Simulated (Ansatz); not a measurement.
C₂H₆ClF₃O₂W (`C[O][W]([F])([F])([F])([Cl])[O]C`), 15 atoms. Charge 0, multiplicity 1. Correlated methods include outer-core shells of W, which these sets cover unevenly. W takes the def2 core potential. Hardware: A = 4 threads of an AMD EPYC 7R13 on a shared host and a share of an NVIDIA H100 80 GB; B = 4 threads of an AMD EPYC 7R13 on a shared host. Correlated methods freeze the cores.

(1) Give the basis size and wall time and peak host memory of each of these runs in Ansatz. RKS ωB97X-V/def2-TZVPP energy [A]; RKS PBE0-D4/def2-SVP energy [B]; RKS PBE-D4/def2-TZVPP energy and forces [A]; RHF-CCSD(T)/def2-SVP energy [A]; RKS revPBE-D4/def2-TZVPP energy [A]; RKS PBE0-D4/def2-QZVPP energy [A]; direct RPA on PBE orbitals/def2-TZVPP energy [A]; RKS PBE0-D4/def2-TZVP relaxation (12 steps) [A]; RKS ωB97M-V/def2-SVP energy [B]; RHF-CCSD(T)/def2-TZVPP energy [A]; RKS SPW92 (LDA)/def2-TZVPP energy [A]; RHF-MP2/def2-QZVPP energy [A]. (Estimate.)

Results:

(1) Ansatz gave: Other jobs shared the machine, so times are rough.

```tsv
level	job	functions	wall time	peak host memory (GiB)
RKS revPBE-D4/def2-TZVPP	energy [A]	399	2.9 s	0.94
RKS SPW92 (LDA)/def2-TZVPP	energy [A]	399	2.9 s	0.93
RKS PBE0-D4/def2-SVP	energy [B]	178	3.4 s	0.94
RKS PBE-D4/def2-TZVPP	energy and forces [A]	399	3.7 s	0.95
direct RPA on PBE orbitals/def2-TZVPP	energy [A]	399	4.3 s	1.9
RKS PBE0-D4/def2-QZVPP	energy [A]	730	4.5 s	1.3
RKS ωB97X-V/def2-TZVPP	energy [A]	399	6 s	1.1
RHF-CCSD(T)/def2-SVP	energy [A]	178	6.5 s	0.94
RHF-MP2/def2-QZVPP	energy [A]	730	7 s	1.4
RKS ωB97M-V/def2-SVP	energy [B]	178	11 s	0.98
RKS PBE0-D4/def2-TZVP	relaxation (12 steps) [A]	330	36 s	1
RHF-CCSD(T)/def2-TZVPP	energy [A]	399	87 s	1.9
```
